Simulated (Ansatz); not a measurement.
Start from `C[SiH](F)BS` and change one atom or group to get `C[SiH](F)F`.

Ansatz, PBE0-D4/def2-TZVP geometries, multiplicity 1. Each molecule was computed in one conformer, which needn't be the lowest.

```csv
property,`C[SiH](F)BS`
HOMO energy (ωB97M-V/def2-TZVPP) / eV,-10.15
size of the dipole moment (ωB97M-V/def2-TZVPP) / D,2.16
HOMO–LUMO gap (PBE/def2-TZVPP) / eV,3.91
HOMO–LUMO gap (B3LYP/def2-TZVPP) / eV,5.73
LUMO energy (B3LYP/def2-TZVPP) / eV,-2.11
LUMO energy (ωB97M-V/def2-TZVPP) / eV,0.02
```

Task: What does the change do to each property? (Estimate.)

Result: Ansatz gave: 
```json
{"property": "HOMO energy (ωB97M-V/def2-TZVPP) / eV", "`C[SiH](F)F`": "-11.64", "shift": "-1.49"}
{"property": "size of the dipole moment (ωB97M-V/def2-TZVPP) / D", "`C[SiH](F)F`": "2.10", "shift": "-0.06"}
{"property": "HOMO–LUMO gap (PBE/def2-TZVPP) / eV", "`C[SiH](F)F`": "8.05", "shift": "4.14"}
{"property": "HOMO–LUMO gap (B3LYP/def2-TZVPP) / eV", "`C[SiH](F)F`": "9.95", "shift": "4.22"}
{"property": "LUMO energy (B3LYP/def2-TZVPP) / eV", "`C[SiH](F)F`": "0.78", "shift": "2.89"}
{"property": "LUMO energy (ωB97M-V/def2-TZVPP) / eV", "`C[SiH](F)F`": "2.54", "shift": "2.52"}
```

With PBE0 the HOMO falls by 1.35 eV and the LUMO rises by 3.00 eV, so the gap widens by about 4.35 eV. PBE moves the HOMO by -1.16 eV and ωB97M-V by -1.49 eV. The zero-point energy changes by -52.4 kJ/mol with -9 modes. Dipoles are sizes alone; their direction can turn.

B3LYP here is the variant with VWN-RPA as its local correlation; programs differ in this.
